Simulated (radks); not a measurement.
The numbers below are computed, except where a source is named.
Task: Radial electron density D(r) = 4 pi r^2 rho(r) of an atom or ion with 2 electrons. Level of theory: scalar-relativistic Kohn-Sham, XLYP, spin-polarised, spherical densities, finite nucleus; Fermi nuclear charge, rms radius of each element as measured or else 0.836 A^(1/3) + 0.57 fm (a radial shooting solver on a logarithmic mesh with Libxc functionals).

r (bohr),D(r) (e/bohr)
0.002131,0.6248
0.002346,0.7460
0.002582,0.8898
0.002842,1.060
0.003129,1.261
0.003444,1.498
0.003791,1.776
0.004173,2.102
0.004593,2.483
0.005056,2.927
0.005566,3.442
0.006127,4.036
0.006744,4.720
0.007423,5.501
0.008171,6.389
0.008923,7.303
0.009822,8.415
0.01081,9.652
0.0119,11.01
0.0131,12.50
0.01442,14.09
0.01587,15.78
0.01747,17.53
0.01923,19.33
0.02117,21.11
0.0233,22.82
0.02565,24.40
0.02824,25.78
0.03108,26.88
0.03421,27.61
0.03766,27.91
0.04146,27.72
0.04563,27.00
0.05023,25.74
0.05529,23.97
0.06086,21.75
0.067,19.18
0.07375,16.39
0.08118,13.54
0.08936,10.77
0.09836,8.212
0.1083,5.984
0.1192,4.146
0.1312,2.718
0.1444,1.677
0.159,0.9676
0.175,0.5186
0.1911,0.2727
0.2103,0.1243
0.2315,0.05146
0.2548,0.01921
0.2805,0.006413
0.3088,0.001893
0.3399,0.0004841
0.3741,0.0001045

What is the nuclear charge?

Result: Z = 26. The innermost maximum, from 1s, lies near gamma/Z bohr with gamma = sqrt(1 - (Z/c)^2) = 0.982, here 0.0378 bohr (found: 0.0383), and its height grows with Z. The density is that of the iron ion Fe24+ in [He]; the configuration itself is not fixed sharply by these data, and Z only to about a unit. D(r) has 1 maximum, at r = 0.0383 bohr.
